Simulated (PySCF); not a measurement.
# Correlation energy of Sb²⁺ (antimony, charge +2)

[Kr] 4d10 5s1 5p1 5d1, one real determinant (an excited configuration). Computed with PySCF 2.14 in dyall-av2z, with no relativity, point nucleus. Frozen: [Kr] 4d10; 3 electrons correlated; the 62 highest virtual orbitals of each spin left out.

MP2 pair energies summed by pair of shells (mhartree):

```csv
pair,energy,share (%)
5s-5p,-1.95,37.5
5p-5d,-1.91,36.8
5s-5d,-1.34,25.7
```

Total MP2 correlation energy: -5.20 mhartree.

Same-spin part -5.20 and opposite-spin part 0.00 mhartree; SCS-MP2 scales them by 1/3 and 6/5 to -1.73 mhartree.

The reference is one real determinant that mixes LS terms of this configuration.
